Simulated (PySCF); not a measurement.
A side-by-side comparison of computed properties.

First species: C4H3FN2.
Geometry (GFN2-xTB, Å), atoms numbered from 1 in this order:
```
atom  x, y, z in Å
C1     1.1249   -0.0706   -0.3016
C2    -0.2343   -0.0221    0.4023
F3    -0.0525   -0.1889    1.7666
C4    -1.1112   -1.0807   -0.0986
N5    -1.7820   -1.9078   -0.5063
C6    -0.8944    1.2605    0.1580
N7    -1.3932    2.2649   -0.0484
H8     1.6066   -1.0220   -0.0843
H9     0.9929    0.0317   -1.3763
H10    1.7520    0.7396    0.0660
```

Second species: C₇H₁₁N.
Atom-mapped SMILES: `[C-:1]#[N+:2][CH:3]1[CH2:4][CH2:5][CH2:6][CH2:7][CH2:8]1` (hydrogens: H9 on C3; H10, H11 on C4; H12, H13 on C5; H14, H15 on C6; H16, H17 on C7; H18, H19 on C8)

Cartesian coordinates in Å at the GFN2-xTB level; atoms count from 1:
```xyz
19
C7H11N angstrom
C     -0.2893    3.6373    0.5388
N     -0.2224    2.5449    0.1463
C     -0.1385    1.2157   -0.2938
C     -1.2766    0.3895    0.3136
C     -1.1815   -1.0563   -0.1631
C      0.1701   -1.6571    0.2136
C      1.3080   -0.8288   -0.3769
C      1.2183    0.6191    0.0945
H     -0.2360    1.2233   -1.3883
H     -1.1984    0.4270    1.4028
H     -2.2376    0.8240    0.0297
H     -1.3046   -1.0897   -1.2485
H     -1.9878   -1.6415    0.2827
H      0.2654   -1.6799    1.3017
H      0.2332   -2.6848   -0.1489
H      2.2697   -1.2502   -0.0782
H      1.2523   -0.8606   -1.4678
H      1.3256    0.6628    1.1810
H      2.0205    1.2146   -0.3466
```

Levels: PBE0/pcSseg-1 for HOMO energy, LUMO energy and HOMO–LUMO gap. Geometries: GFN2-xTB. Each structure is a single optimised conformer of the isolated species, non-relativistic unless stated; the electronic structure was computed with PySCF and density fitting.

```tsv
property	column X	column Y
HOMO energy	-10.61 eV	-8.39 eV
LUMO energy	-1.56 eV	0.89 eV
HOMO–LUMO gap	9.05 eV	9.28 eV
```

(1) Which column belongs to which species?

(2) How does each property change from the first species to the second?

Answers

(1) Column X is the first species and column Y the second. The first has 10 atoms and 50 electrons, the second 19 and 60.

(2) HOMO energy +2.22 eV; LUMO energy +2.45 eV; HOMO–LUMO gap +0.23 eV.

